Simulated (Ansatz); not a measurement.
One change: `CC[N](CC)[Ge]([F])([O]C)[O]C` becomes `C=C[CH2][Ge]([F])([O]C)[O]C`.

Ansatz, PBE0-D4/def2-TZVP geometries, multiplicity 1. Each molecule was computed in one conformer, which needn't be the lowest.

Scalar relativity is left out up to krypton.

```csv
property,`CC[N](CC)[Ge]([F])([O]C)[O]C`
LUMO energy (ωB97M-V/def2-TZVPP) / eV,2.24
HOMO energy (ωB97M-V/def2-TZVPP) / eV,-9.02
HOMO energy (PBE/def2-TZVPP) / eV,-5.32
HOMO–LUMO gap (ωB97M-V/def2-TZVPP) / eV,11.25
HOMO energy (PBE0/def2-TZVPP) / eV,-6.68
size of the dipole moment (PBE/def2-TZVPP) / D,2.83
```

Q: What does the change do to each property? (Best estimate.)

A: Computed: 
| property | `C=C[CH2][Ge]([F])([O]C)[O]C` | shift |
| --- | --- | --- |
| LUMO energy (ωB97M-V/def2-TZVPP) / eV | 1.85 | -0.39 |
| HOMO energy (ωB97M-V/def2-TZVPP) / eV | -9.68 | -0.66 |
| HOMO energy (PBE/def2-TZVPP) / eV | -6.31 | -0.99 |
| HOMO–LUMO gap (ωB97M-V/def2-TZVPP) / eV | 11.53 | 0.28 |
| HOMO energy (PBE0/def2-TZVPP) / eV | -7.48 | -0.80 |
| size of the dipole moment (PBE/def2-TZVPP) / D | 1.44 | -1.39 |

With PBE0 the HOMO falls by 0.80 eV and the LUMO falls by 0.71 eV, so the gap widens by about 0.09 eV. PBE moves the HOMO by -0.99 eV and ωB97M-V by -0.66 eV. Dipoles are sizes alone; their direction can turn.
